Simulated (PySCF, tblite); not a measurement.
CH11NSi3.
SMILES with atom numbers: `[SiH3:1][NH:2][CH:3]([SiH3:4])[SiH3:5]` (hydrogens: H6, H7, H8 on Si1; H9 on N2; H10 on C3; H11, H12, H13 on Si4; H14, H15, H16 on Si5)

Cartesian coordinates in Å at the GFN2-xTB level; atoms count from 1:
```xyz
16
CH11NSi3 angstrom
Si     2.1575    0.0606    0.2416
N      0.7776    0.9663   -0.2209
C     -0.6213    0.5756   -0.0878
Si    -1.0178   -0.2500    1.5849
Si    -1.2028   -0.4575   -1.5926
H      2.1123   -0.1100    1.6947
H      3.2693    0.9113   -0.1844
H      2.2934   -1.2680   -0.3808
H      0.9058    1.5546   -1.0322
H     -1.2081    1.5076   -0.0987
H     -2.4787   -0.3619    1.6567
H     -0.4258   -1.5862    1.6610
H     -0.5462    0.5791    2.6947
H     -0.9146    0.3058   -2.8135
H     -2.6418   -0.6987   -1.4965
H     -0.4664   -1.7197   -1.6376
```

Jobs on this species (16 atoms, 66 electrons) with PySCF (density fitting) and tblite. Hardware of each: Arm Neoverse V2, one thread (shared host). Times come from a shared host and carry two figures at best.

**Question.** Rank these jobs by wall time, shortest first.
A. CAM-B3LYP/def2-SVPD; 8 singlets by full TDDFT, 3 Tamm–Dancoff triplets, polarisability; 200 basis functions
B. PBE0/pcSseg-1; shieldings, charges and field gradients; 161 basis functions
C. GFN2-xTB; L-BFGS relaxation

**Answer.** C (0.55 s), B (18 s), A (35 s).

All jobs:

```csv
level and settings,work,basis functions,SCF cycles,wall time
GFN2-xTB,L-BFGS relaxation,–,–,0.55 s
PBE0/pcSseg-1,"shieldings, charges and field gradients",161,12,18 s
CAM-B3LYP/def2-SVPD,"8 singlets by full TDDFT, 3 Tamm–Dancoff triplets, polarisability",200,12,35 s
```

**Question.** What do all jobs in the table cost together?

**Answer.** About 54 s; the longest takes about 65 % of that, and about 64 times as long as the shortest.
